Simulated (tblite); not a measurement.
C5H6O3S (charge -1 and doublet state).
Numbering: `[CH2:1]=[C:2]([SH:3]=[O:4])[C:5]([O-:6])[CH2:7][CH:8]=[O:9]` (hydrogens: H10, H11 on C1; H12 on S3; H13, H14 on C7; H15 on C8)

A start from a force field or distance geometry was refined with GFN2-xTB geometry optimisation, gas phase in tblite. Values at the start:

```tsv
coordinate	start
C1=C2	1.356 Å
C1–H10	1.092 Å
C1–H11	1.073 Å
C2–S3	1.803 Å
C2–C5	1.454 Å
S3=O4	1.490 Å
S3–H12	1.362 Å
C5–O6	1.267 Å
C5–C7	1.490 Å
C7–C8	1.514 Å
C7–H13	1.102 Å
C8=O9	1.227 Å
C8–H15	1.112 Å
C1–C2–S3	115.7°
C1–C2–C5	123.5°
C2–C5–O6	117.8°
C2–C5–C7	125.2°
S3–C2–C5	120.8°
C5–C7–C8	109.6°
O6–C5–C7	116.9°
C7–C8–O9	123.9°
C1–C2–S3–O4	43°
C1–C2–C5–O6	166°
C5–C7–C8–O9	-134°
```

Task: How do these coordinates change at the GFN2-xTB level?

Result: 
| coordinate | GFN2-xTB (Å or °) | change |
| --- | --- | --- |
| S3–H12 | 1.415 | +0.053 |
| C2–C5 | 1.417 | -0.037 |
| C5–C7 | 1.523 | +0.033 |
| C7–C8 | 1.490 | -0.024 |
| C1–H10 | 1.074 | -0.018 |
| C2–S3 | 1.819 | +0.016 |
| C7–H13 | 1.090 | -0.012 |
| C8–H15 | 1.106 | -0.006 |
| S3=O4 | 1.484 | -0.006 |
| C1=C2 | 1.350 | -0.006 |
| C1–H11 | 1.077 | +0.004 |
| C5–O6 | 1.264 | -0.003 |
| C8=O9 | 1.228 | +0.001 |
| S3–C2–C5 | 105.0 | -15.8 |
| C5–C7–C8 | 95.9 | -13.7 |
| C1–C2–C5 | 134.4 | +10.9 |
| C2–C5–C7 | 119.8 | -5.4 |
| C1–C2–S3 | 120.5 | +4.8 |
| O6–C5–C7 | 121.5 | +4.6 |
| C7–C8–O9 | 125.9 | +2.0 |
| C2–C5–O6 | 118.7 | +0.9 |
| C1–C2–S3–O4 | 8 | -35 |
| C5–C7–C8–O9 | -102 | +32 |
| C1–C2–C5–O6 | 177 | +11 |

The energy falls by 9.9 kcal/mol over 114 L-BFGS steps, the largest force on an atom goes from 2.20 to 0.009 eV/Å, and the atoms move by 0.433 Å rms after alignment. The bond that changes most is S3–H12 (ends: sulfur bonded to C, O and H; hydrogen on sulfur), which lengthens by 0.053 Å. Bonds longer at the end by more than 0.005 Å: 3 of 14; shorter: 8. Among the dihedrals that turn most is H13–C7–C8–O9, from 103° to 143°. Rotational constants go from 3188, 712.4, 616.4 to 2743, 886.8, 745.7 MHz.

On Intel Xeon Platinum 8259CL at 2.50 GHz, one thread, no GPU (shared host), this took 1.5 s wall.

Its GFN2-xTB frequencies are all real (lowest 53 cm⁻¹). Whether the extra electron is bound in the gas phase wasn't checked; a finite basis holds it in any case. 3 starts were optimised and ended at 0.00, 0.76 and 7.48 kcal/mol (GFN2-xTB); the lowest of these is shown.

One conformer stands for the species.

These are computed values.
